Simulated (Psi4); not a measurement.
C2H2N3 (SMILES [c]1ncn[nH]1), doublet, geometry from GFN2-xTB; BLYP/STO-3G (Psi4).

Input for Psi4:
```
memory 2 GB

molecule {
0 2
C    -0.60350757   -0.82796458   -0.48881943
N     0.68981498   -0.87913391   -0.50636726
C     1.03177486    0.24989577    0.15562002
N     0.00120577    0.96304564    0.56190122
N    -1.06411527    0.25387661    0.13799864
H     2.04740336    0.53679080    0.33267363
H    -2.00534541    0.56710358    0.31179463
}

set {
  basis sto-3g
  reference uks
}

energy('blyp')
print_variables()
```

**Question.** What does Psi4 print? Leave out banner, timings and long lists.

**Answer.** 
```
   => Loading Basis Set <=

    Name: STO-3G
    Role: ORBITAL
    Keyword: BASIS

         ---------------------------------------------------------
                                   SCF
               by Justin Turney, Rob Parrish, Andy Simmonett
                          and Daniel G. A. Smith
                              UKS Reference
         ---------------------------------------------------------

  ==> Geometry <==

    Molecular point group: c1
    Full point group: C1

    Geometry (in Angstrom), charge = 0, multiplicity = 2:

       Center              X                  Y                   Z               Mass
    ------------   -----------------  -----------------  -----------------  -----------------
         C           -0.942854434489     0.602897639335     0.000000001576    12.000000000000
         N           -0.995894333824    -0.690468594215     0.000000001576    14.003074004430
         C            0.312894143249    -1.032440024328     0.000000001576    12.000000000000
         N            1.133610539851    -0.001836125554    -0.000000003644    14.003074004430
         N            0.307452296325     1.063520896933     0.000000000355    14.003074004430
         H            0.649920933840    -2.048102828357    -0.000000006297     1.007825032230
         H            0.665581231314     2.004782828196    -0.000000007423     1.007825032230

  Running in c1 symmetry.

  Rotational constants: A =      0.38927  B =      0.33341  C =      0.17959 [cm^-1]
  Rotational constants: A =  11670.04039  B =   9995.29923  C =   5383.97033 [MHz]
  Nuclear repulsion =  157.932497554834299

  Charge       = 0
  Multiplicity = 2
  Electrons    = 35
  Nalpha       = 18
  Nbeta        = 17

  ==> Algorithm <==

  SCF Algorithm Type is DF.
  DIIS enabled.
  MOM disabled.
  Fractional occupation disabled.
  Guess Type is SAD.
  Energy threshold   = 1.00e-06
  Density threshold  = 1.00e-06
  Integral threshold = 1.00e-12

  ==> Primary Basis <==

  Basis Set: STO-3G
    Blend: STO-3G
    Number of shells: 17
    Number of basis functions: 27
    Number of Cartesian functions: 27
    Spherical Harmonics?: true
    Max angular momentum: 1

  ==> DFT Potential <==

   => LibXC <=

    Version 7.1.2
    S. Lehtola, C. Steigemann, M. J. T. Oliveira, and M. A. L. Marques,  SoftwareX 7, 1–5 (2018) (10.1016/j.softx.2017.11.002)

   => Composite Functional: BLYP <=

    BLYP GGA Exchange-Correlation Functional

[...]
      Ntotal   =   34.9999952745 ; deviation = -4.725e-06

   @Spin Contamination Metric:   3.685371140E-03
   @S^2 Expected:                7.500000000E-01
   @S^2 Observed:                7.536853711E-01
   @S   Expected:                5.000000000E-01
   @S   Observed:                5.000000000E-01

    Orbital Energies [Eh]
    ---------------------

    Alpha Occupied:

[...]
    Alpha Virtual:

[...]
    Beta Occupied:

[...]
    Beta Virtual:

[...]
      27A      0.611757

    Final Occupation by Irrep:
              A
    DOCC [    17 ]
    SOCC [     1 ]
    NA   [    18 ]
    NB   [    17 ]

  @DF-UKS Final Energy:  -238.30466706178800

   => Energetics <=

    Nuclear Repulsion Energy =            157.9324975548342991
    One-Electron Energy =                -635.6336584799182674
    Two-Electron Energy =                 271.5882208139734644
    DFT Exchange-Correlation Energy =     -32.1917269506775057
    Empirical Dispersion Energy =           0.0000000000000000
    VV10 Nonlocal Energy =                  0.0000000000000000
    Total Energy =                       -238.3046670617879954

  UHF NO Occupations:
  HONO-2 :   16  A 1.9998764
  HONO-1 :   17  A 1.9984120
  HONO-0 :   18  A 1.0000000
  LUNO+0 :   19  A 0.0015880
  LUNO+1 :   20  A 0.0001236
  LUNO+2 :   21  A 0.0000688
  LUNO+3 :   22  A 0.0000313

Computation Completed

Properties will be evaluated at   0.000000,   0.000000,   0.000000 [a0]

Properties computed using the SCF density matrix

 Multipole Moments:

 ------------------------------------------------------------------------------------
     Multipole            Electronic (a.u.)      Nuclear  (a.u.)        Total (a.u.)
 ------------------------------------------------------------------------------------

 L = 1.  Multiply by 2.5417464519 to convert [e a0] to [Debye]
 Dipole X            :         -0.9868764            1.2319501            0.2450737
 Dipole Y            :          0.8841494           -0.0416894            0.8424600
 Dipole Z            :          0.0000000           -0.0000000           -0.0000000
 Magnitude           :                                                    0.8773825

 ------------------------------------------------------------------------------------

  Variable Map:
  ----------------------------------------------------------------------------
[...]
  Array Variable Map:
  ----------------------------------------------------------------------------
[...]
[...]
```
